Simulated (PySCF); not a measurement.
Species: 2,5-difluoropyridine, C5H3F2N.
Structure used (PBE0-D3(BJ)/def2-SVP), in Å, numbered top down from 1:
```xyz
11
C5H3F2N angstrom
F     -2.6928    0.4401    0.0970
C     -1.4029    0.1264    0.0608
C     -0.4381    1.1293    0.0562
C      0.8969    0.7504    0.0211
C      1.1744   -0.6177   -0.0075
F      2.4402   -1.0067   -0.0395
N      0.2693   -1.5613   -0.0047
C     -1.0130   -1.2070    0.0288
H     -0.7407    2.1783    0.0803
H      1.7086    1.4794    0.0157
H     -1.7699   -1.9986    0.0310
```

Level: CAM-B3LYP/def2-SVPD in PySCF, non-relativistic, on one gas-phase PBE0-D3(BJ)/def2-SVP geometry that isn't relaxed in the solvent. The solvent is an IEF-PCM continuum (van der Waals radii × 1.2), and excitations are vertical TDDFT with non-equilibrium linear response and a frozen core. Only the electrostatic response of the medium enters.

Gas-phase singlets (H = HOMO, L = LUMO):

```tsv
state	E (eV)	λ (nm)	f	leading configurations
S1	5.271	235	0.077	H→L 87%, H-2→L+1 11%
S2	5.436	228	0.004	H-1→L 98%
S3	6.270	198	0.000	H-1→L+1 99%
S4	6.395	194	0.036	H→L+1 70%, H-2→L 27%
S5	7.389	168	0.491	H-2→L 68%, H→L+1 26%
```

Task: How does the list change in acetonitrile (ε = 35.69)?

Result: 
| state | E (eV) | λ (nm) | f | leading configurations | change by rank (eV) |
| --- | --- | --- | --- | --- | --- |
| S1 | 5.283 | 235 | 0.100 | H→L 88%, H-2→L+1 10% | +0.012 |
| S2 | 5.667 | 219 | 0.006 | H-1→L 98% | +0.231 |
| S3 | 6.373 | 195 | 0.045 | H→L+1 71%, H-2→L 26% | +0.103 |
| S4 | 6.467 | 192 | 0.000 | H-1→L+1 99% | +0.072 |
| S5 | 7.262 | 171 | 0.600 | H-2→L 70%, H→L+1 26% | -0.127 |

Task: Give the list for dimethylsulfoxide (ε = 46.83), n² = 2.19.

Result: 
| state | E (eV) | λ (nm) | f | leading configurations | change by rank (eV) |
| --- | --- | --- | --- | --- | --- |
| S1 | 5.272 | 235 | 0.108 | H→L 89%, H-2→L+1 9% | +0.001 |
| S2 | 5.668 | 219 | 0.006 | H-1→L 98% | +0.232 |
| S3 | 6.363 | 195 | 0.049 | H→L+1 72%, H-2→L 26% | +0.093 |
| S4 | 6.469 | 192 | 0.000 | H-1→L+1 99% | +0.074 |
| S5 | 7.221 | 172 | 0.627 | H-2→L 71%, H→L+1 25% | -0.168 |

Task: How do the frontier levels move from gas to dimethylsulfoxide?

Result: 
```
orbital  gas (eV)  solvent (eV)  change (eV)                   Löwdin shares, gas              Löwdin shares, solvent
 LUMO+2      1.40          1.65        +0.25  C3 22 %, C4 18 %, H9 15 %, H10 11 %  C5 19 %, C8 17 %, C3 13 %, C2 13 %
 LUMO+1      0.47          0.63        +0.16   C5 21 %, C2 20 %, C4 12 %, C8 11 %  C5 21 %, C2 20 %, C4 12 %, C8 11 %
   LUMO     -0.42         -0.21        +0.21   C3 22 %, N7 19 %, C4 18 %, C8 18 %  C3 23 %, N7 19 %, C8 18 %, C4 17 %
   HOMO     -8.93         -8.79        +0.14   C2 20 %, C8 17 %, C5 16 %, C4 13 %  C2 20 %, C8 18 %, C5 16 %, C4 14 %
 HOMO-1     -9.90         -9.94        -0.04     N7 58 %, C8 12 %, C5 9 %, C2 5 %    N7 55 %, C8 12 %, C5 9 %, C2 6 %
 HOMO-2    -10.31        -10.11        +0.20    C3 28 %, N7 21 %, C4 21 %, C8 8 %   C3 29 %, C4 21 %, N7 21 %, C2 9 %
 HOMO-3    -12.90        -12.86        +0.04   F6 22 %, N7 21 %, C8 14 %, F1 12 %  N7 24 %, F6 20 %, C8 15 %, F1 11 %
```

The HOMO–LUMO gap goes from 8.50 to 8.57 eV. Rows go by rank; for LUMO+2 the atom shares or the degeneracy differ between the runs, so the row needn't follow one orbital.

The run took about 30 s of CPU time (one thread, shared machine). This is the whole response run at CAM-B3LYP/def2-SVPD in dimethylsulfoxide, SCF included.
